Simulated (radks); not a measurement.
Q: These are the eigenvalues of the occupied orbitals of an atom or ion with whole-number occupations (eV). All-electron calculation, scalar-relativistic Kohn-Sham, exchange-only PBE, spin-polarised, spherical densities, point nucleus. Program: a radial shooting solver on a logarithmic mesh with Libxc functionals.

| orbital | eigenvalue |
|---|---|
| 1s up | -23235.14 |
| 1s down | -23234.88 |
| 2s up | -3535.741 |
| 2s down | -3535.585 |
| 2p up | -3189.303 |
| 2p down | -3189.052 |
| 3s up | -786.5722 |
| 3s down | -786.2762 |
| 3p up | -672.6589 |
| 3p down | -672.3227 |
| 3d up | -491.0877 |
| 3d down | -490.7395 |
| 4s up | -255.6473 |
| 4s down | -253.7479 |
| 4p up | -220.0617 |
| 4p down | -218.1915 |

Which element is it, and in what charge state? The configuration may be excited. Open shells, if any, are filled with parallel spins first.

A: Z = 45, rhodium, charge +10: Rh10+ in [Ar] 3d10 4s2 4p5. The list shows which subshells hold electrons but not how many an open one holds; the 1s level, -853.88 hartree, gives Z - s = 41.3 by -(Z - s)^2/2, which with screening and relativity narrows Z to a few neighbours, and the depths of the outer levels then fix element, charge and occupations together.
